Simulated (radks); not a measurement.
Xe35+, 19 electrons, occupied as [Ar] 3d1. Calculated with a radial shooting solver on a logarithmic mesh with Libxc functionals: non-relativistic Kohn-Sham, LDA (Slater exchange, Perdew-Wang correlation), spin-unpolarised, spherical densities, point nucleus; relativity is left out, which matters for an element this heavy. Some entries of the table are withheld. Estimate them.

| orbital | occ. | eigenvalue (eV) | <r> (bohr) | <1/r> (bohr^-1) |
|---|---|---|---|---|
| 1s | 2 | -34730.23 | 0.02817 | (1) |
| 2s | 2 | (2) | 0.1199 | 12.40 |
| 2p | 6 | -6505.576 | (3) | 12.38 |
| 3s | 2 | -2520.155 | (4) | (5) |
| 3p | 6 | (6) | 0.2809 | 4.923 |
| 3d | 1 | -2243.764 | 0.2457 | 4.815 |

Answer. 
(1) 1s <1/r> (bohr^-1): 53.43
(2) 2s eigenvalue (eV): -6780.456
(3) 2p <r> (bohr): 0.1020
(4) 3s <r> (bohr): 0.2943
(5) 3s <1/r> (bohr^-1): 4.971
(6) 3p eigenvalue (eV): -2415.018
